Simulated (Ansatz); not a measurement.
Z-matrix (Å, degrees):
```
C
H 1 1.0927
C 1 1.3973 2 118.69
C 3 1.3995 1 120.24 2 -179.19
H 4 1.0911 3 119.88 1 179.29
C 4 1.3945 5 120.60 3 179.47
H 6 1.0923 4 119.83 5 0.23
C 6 1.3977 7 120.03 4 179.73
H 8 1.0934 6 119.10 7 0.09
C 1 1.4051 2 120.41 3 -179.49
C 3 1.5075 1 119.81 2 3.04
F 11 1.3444 3 111.82 1 -151.84
F 11 1.3447 12 107.56 3 -123.23
F 11 1.3472 12 106.93 13 -114.48
Si 10 1.8853 1 120.56 2 -1.10
H 15 1.4906 10 108.90 1 171.93
H 15 1.4916 16 109.71 9 127.36
H 15 1.4924 16 109.19 17 118.25
```
Charge 0, spin multiplicity 1.

These are frozen-core CCSD(T)/cc-pVDZ // B3LYP-D3(BJ)/def2-SVP run with Ansatz (a first-principles code) values and carry that method's errors. The restricted HF reference is unstable towards unrestricted orbitals.

```json
{
 "HF energy": "-856.44818 Ha",
 "MP2 correlation energy": "-1.56424 Ha"
}
```

Question: Estimate the CCSD correlation energy, the (T) correction, the total energy and the T1 diagnostic.

Answer: 
The CCSD correlation energy is -1.62282 Ha, the (T) correction is -0.05630 Ha and the CCSD(T) total energy comes out as -858.12729 Ha. The T1 diagnostic is 0.012.
